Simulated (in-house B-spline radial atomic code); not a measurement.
Atomic self-consistent-field run: W⁺. Method: Dirac-Kohn-Sham LDA VWN5, spherical fractional occupations, Fermi nucleus of rms radius 5.3658 fm, inside a hard spherical wall at 1.41 bohr. Calculated with a B-spline radial code for spherical atoms.

Command:
```bash
python run_scf.py task.json out
```
Settings (nuclear radius in fm, mass in u):
```
Z                74
configuration    [Xe] 4f14 5d3 6s1 6f1
hamiltonian      dirac
method           lda,vwn
spin_polarised   False
nucleus          fermi
rms_radius       5.3658
atomic_mass      183.95093
speed_of_light   137.035999084
wall_radius      1.41
```

Output (hartree, bohr):
```
 radial grid: 56 intervals, B-splines of order 8, outer radius 1.41 bohr

 iter        energy (Eh)    residual
    1      -16066.519374    5.41e-01
    2      -16065.829033    5.81e-01
    3      -16072.173074    7.37e-02
    4      -16072.242035    5.93e-03
    5      -16072.242075    6.29e-03
    6      -16072.242837    9.78e-04
    7      -16072.242848    9.94e-05
    8      -16072.242848    6.54e-07

 total energy                    -16072.24285
 kinetic                           18428.1899
 electron-nucleus                 -40865.2676
 Hartree                            6691.0308
 exchange-correlation               -326.1960

 first-order corrections (not in the total)
   Gaunt                            19.3633
   retardation                      -2.0603
   frequency dependence             -0.3302
   self-energy                      14.0255
   Uehling                          -2.6312
   Wichmann-Kroll                    0.1045

 orbital      occ     eigenvalue          <r>       <r^2>       <1/r>       r_max    small
 1s1/2      2.000     -2540.4498    0.0183627 0.000463796     86.9668     0.01147  7.78e-02
 2s1/2      2.000      -432.9813    0.0770223  0.00707595     21.1594     0.06594  1.76e-02
 2p1/2      2.000      -413.9475    0.0636961  0.00504916     21.1391     0.04898  1.77e-02
 2p3/2      4.000      -364.3320    0.0716555  0.00625077     17.7592     0.05583  1.60e-02
 3s1/2      2.000       -95.2034       0.2011   0.0463797     7.75152      0.1859  5.77e-03
 3p1/2      2.000       -86.6742     0.191044   0.0425501     7.67198       0.174  5.73e-03
 3p3/2      4.000       -75.9909     0.205903   0.0492044     6.79689      0.1881  5.23e-03
 3d3/2      4.000       -61.5134      0.18024   0.0381866     6.69298      0.1473  5.12e-03
 3d5/2      6.000       -59.1928     0.184809   0.0400156     6.48646      0.1512  4.98e-03
 4s1/2      2.000       -15.6709     0.456457    0.235861     3.21318      0.4243  1.85e-03
 4p1/2      2.000       -12.1652     0.463159     0.24487     3.09659      0.4246  1.76e-03
 4p3/2      4.000        -9.7829      0.49909    0.283767     2.78426      0.4556  1.55e-03
 4d3/2      4.000        -4.0278     0.520801    0.313742     2.55207      0.4553  1.35e-03
 4d5/2      6.000        -3.6030     0.532663    0.327587     2.47897      0.4655  1.30e-03
 5s1/2      2.000         2.2070      0.85693    0.801126     1.60985      0.9106  7.57e-04
 5p1/2      2.000         3.6711      0.86353    0.816623     1.59827      0.9319  7.74e-04
 5p3/2      4.000         4.5354     0.872172    0.837237     1.58244      0.9619  8.21e-04
 4f5/2      6.000         3.6510     0.587056    0.403247     2.06958      0.4486  9.46e-04
 4f7/2      8.000         3.7259     0.592297    0.409664     2.04675      0.4545  9.30e-04
 5d3/2      1.200         7.2121     0.865177    0.838402     1.60958      0.9926  8.82e-04
 5d5/2      1.800         7.4374     0.864402    0.839108      1.6121       0.999  8.98e-04
 6s1/2      1.000        16.8447     0.846724    0.832787     1.91553       1.152  1.52e-03
 6f5/2      0.429        25.0073     0.773537    0.728618     1.84803      0.7047  1.48e-03
 6f7/2      0.571        25.1154     0.773725    0.728762     1.84275      0.7065  1.48e-03

 Slater integrals (Eh)
   F0(5d3/2,5d3/2)               1.034062
   F2(5d3/2,5d3/2)               0.545114
   F0(5d3/2,5d5/2)               1.034480
   F2(5d3/2,5d5/2)               0.543038
   G2(5d3/2,5d5/2)               0.541933
   G4(5d3/2,5d5/2)               0.389201
   F0(5d3/2,6s1/2)               1.037080
   G2(5d3/2,6s1/2)               0.153736
   F0(5d3/2,6f5/2)               1.080129
   F2(5d3/2,6f5/2)               0.470801
   G1(5d3/2,6f5/2)               0.097995
   G3(5d3/2,6f5/2)               0.117659
   F0(5d3/2,6f7/2)               1.080043
   F2(5d3/2,6f7/2)               0.471257
   G3(5d3/2,6f7/2)               0.118150
   G5(5d3/2,6f7/2)               0.115067
   F0(5d5/2,5d5/2)               1.034976
   F2(5d5/2,5d5/2)               0.541216
   F4(5d5/2,5d5/2)               0.388207
   F0(5d5/2,6s1/2)               1.037826
   G2(5d5/2,6s1/2)               0.154866
   F0(5d5/2,6f5/2)               1.081281
   F2(5d5/2,6f5/2)               0.469181
   F4(5d5/2,6f5/2)               0.293691
   (list cut)
```

Run time, properties included: 0.53 s on 1 thread of Intel(R) Xeon(R) 6975P-C, with other jobs on the host.

For the Dirac Hamiltonian the kinetic term is c α·p + (β - 1)c².
